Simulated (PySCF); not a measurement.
Working with the constants of Sc₂

r²SCAN constants of Sc₂, ⁵Σu⁻ (quintet), unpaired electrons σ ↑↑, π ↑↑ (basis Sc def2-TZVPP; no relativity; PySCF 2.14; masses 44.9559 and 44.9559 u):

| Quantity | Value |
| --- | --- |
| ωe | 249.7 cm⁻¹ |
| ωexe | 0.583 cm⁻¹ |
| Be | 0.11449 cm⁻¹ |
| αe | 0.000284 cm⁻¹ |

(1) What force constant and bond length do these constants imply?

(2) Estimate the centrifugal constant D from the Kratzer relation and find the Dunham coefficient a1.

With d or f electrons several states lie close, and the lowest PBE0 determinant need not be the measured ground state.

Results:

(1) Reduced mass μred = 22.478 u; k = 5.8918×10⁻⁷·μred·ωe² (u, cm⁻¹, mdyn/Å) = 0.826 mdyn/Å; Re = √(16.8576/(μred·Be)) (u, cm⁻¹, Å) = 2.559 Å.

(2) D = 4Be³/ωe² = 9.63e-08 cm⁻¹; a1 = −1 − αeωe/(6Be²) = -1.90.
